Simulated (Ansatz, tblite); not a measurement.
Removing and adding an electron: (HBe-mu-NH2)2 (Be2N2H6). Charge 0, multiplicity 1. Geometry: PBE0-D4/def2-TZVP. Ansatz, gas phase; energy differences of separate SCF runs; the oxidised species was run as a doublet alone; the reduced species was run as a doublet alone.

```tsv
atom	x (Å)	y (Å)	z (Å)
Be1	0.660	0.170	0.892
H2	1.719	0.348	1.722
N3	-0.190	1.216	-0.122
Be4	-0.333	-0.181	-1.057
H5	-0.380	-0.395	-2.396
N6	-0.083	-1.206	0.260
H7	0.227	2.061	-0.487
H8	-1.080	1.494	0.282
H9	0.411	-2.083	0.166
H10	-0.951	-1.422	0.741
```

The xTB rows come from tblite. Correlated methods freeze 2 core orbitals.

```csv
level,−HOMO (eV),vertical IE (eV),−LUMO (eV),vertical EA (eV),HOMO–LUMO gap (eV),IE − EA (eV),remarks
GFN1-xTB,10.23,13.49,5.32,2.11,4.91,11.38,–
GFN2-xTB,10.21,13.28,4.08,0.44,6.13,12.83,–
HF/def2-TZVPD,–,–,–,-0.91,–,–,HOMO above zero (-1 doublet)
PBE-D4/def2-TZVP,5.91,8.93,1.15,–,4.76,–,–
PBE-D4/def2-TZVPD,5.94,–,1.22,-0.32,4.72,–,HOMO above zero (-1 doublet)
r2SCAN-D4/def2-TZVP,6.19,9.05,0.68,–,5.50,–,–
r2SCAN-D4/def2-TZVPD,6.21,–,0.72,-0.48,5.48,–,HOMO above zero (-1 doublet)
PBE0-D4/def2-TZVP,7.21,9.36,0.30,–,6.91,–,–
PBE0-D4/def2-TZVPD,7.23,–,0.48,-0.42,6.75,–,HOMO above zero (-1 doublet)
MP2/def2-TZVPD,–,–,–,-0.67,–,–,HOMO above zero (-1 doublet)
CCSD/def2-TZVPD,–,–,–,-0.64,–,–,HOMO above zero (-1 doublet)
CCSD(T)/def2-TZVPD,–,–,–,-0.61,–,–,HOMO above zero (-1 doublet)
```

   A HOMO above zero means that the electron is unbound at that level or that self-interaction error raises the level; the energy of removing that electron tells which. Raw xTB energy differences between charge states are shifted by several eV; the methods need an empirical correction for them. A negative affinity means that the extra electron isn't bound; its size then hangs on the basis.
